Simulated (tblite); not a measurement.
C5H8FO (doublet state).
Structure used (GFN2-xTB), in Å, numbered top down from 1:
```xyz
15
C5H8FO angstrom
C     -0.9942   -0.3728    2.2366
C     -1.1136   -0.9230    0.9932
C     -0.2787   -0.7343   -0.0986
O     -0.6028   -1.3890   -1.2500
C      0.9455    0.1289   -0.1161
C      0.7762    1.3567   -1.0159
F      0.7232    0.9669   -2.3380
H     -0.1972    0.2970    2.5050
H     -1.7100   -0.6016    3.0032
H     -1.9466   -1.5879    0.8060
H     -0.0488   -1.0796   -1.9782
H      1.8018   -0.4465   -0.4869
H      1.1714    0.4715    0.8908
H      1.6277    2.0380   -0.9295
H     -0.1584    1.8837   -0.8049
```

Level: GFN2-xTB in tblite, geometry and Hessian alike; calculated harmonic values, unscaled, isolated species. Against measured fundamentals such values can be off by several per cent, at times by over 20. One conformer, not necessarily the lowest. Open shells enter through the occupations alone, without spin polarisation, and single modes of such species can be off by tens of per cent.

Harmonic wavenumbers (cm⁻¹): 32.3, 113.6, 189.3, 203.0, 256.4, 368.4, 399.0, 405.2, 501.0, 517.3, 590.8, 735.5, 784.0, 878.4, 945.7, 953.3, 999.6, 1037.0, 1055.7, 1150.6, 1164.2, 1208.8, 1240.2, 1286.5, 1301.2, 1315.7, 1368.7, 1439.6, 1448.0, 1472.2, 1531.9, 2929.8, 2958.3, 2971.3, 3041.3, 3069.9, 3119.5, 3156.1, 3505.7.

A = 4754, B = 1639, C = 1321 MHz; mass 103.056 u (most abundant isotopes); point group C1, symmetry number 1; spin multiplicity 2.

**Question.** Zero-point energy?

**Answer.** Half the sum of the wavenumbers: 25823 cm⁻¹ = 73.83 kcal/mol.

**Question.** Give the ideal-gas entropy at 298.15 K and 1 bar in the rigid-rotor, harmonic-oscillator model (classical rotation).

**Answer.** Translation 39.83, rotation 27.84, vibration 21.10, spin (R ln 2) 1.38: S = 90.1 cal/(mol K).

**Question.** And Cp and H(298.15 K) − H(0)?

**Answer.** Cp = 30.91 cal/(mol K), of which vibrations give 22.96 (their classical limit is 39 R = 77.5); H(298.15 K) − H(0) = 5.70 kcal/mol without the zero-point energy, 3.33 from vibrations.

**Question.** Which modes carry the vibrational entropy at 298.15 K?

**Answer.** 32.3 cm⁻¹: 5.68; 113.6 cm⁻¹: 3.21; 189.3 cm⁻¹: 2.23; 203.0 cm⁻¹: 2.11; 256.4 cm⁻¹: 1.69; 368.4 cm⁻¹: 1.09 cal/(mol K); the other 33 give 5.09 together.

**Question.** What must be added to the electronic energy to get the Gibbs energy at 298.15 K and 1 bar?

**Answer.** ZPE + [H(298.15 K) − H(0)] − T·S = 73.83 + 5.70 − 26.88 = 52.65 kcal/mol.

**Question.** Blend soft modes into free rotors: weight 1/[1 + (100 cm⁻¹/ν̃)⁴] for the oscillator and the rest for a rotor with moment μB/(μ + B), μ = h/(8π²ν), B = 10⁻⁴⁴ kg m². What vibrational entropy results?

**Answer.** 19.25 cal/(mol K) in place of 21.10, which changes −T·S at 298.15 K by +0.55 kcal/mol.

**Question.** How do the functions run with temperature in this model?

**Answer.** 
```tsv
T (K)	S (cal/(mol K))	Cp (cal/(mol K))	H − H(0) (kcal/mol)	G − H(0) (kcal/mol)	ln q(vib)
50	57.5	11.2	0.48	-2.40	0.55
100	66.5	15.2	1.13	-5.51	1.37
373.15	97.7	36.8	8.24	-28.22	6.41
500	109.7	45.3	13.47	-41.39	8.84
750	130.5	57.0	26.38	-71.49	13.53
1000	148.0	64.6	41.64	-106.36	17.94
```

q(vib) and H(0) count from the zero-point level.

Hindered rotation and anharmonicity are outside this model. Other conformers, if any are populated, would add a mixing term that is left out. The structure is chiral; the term R ln 2 for an equal mix with its mirror image is left out.
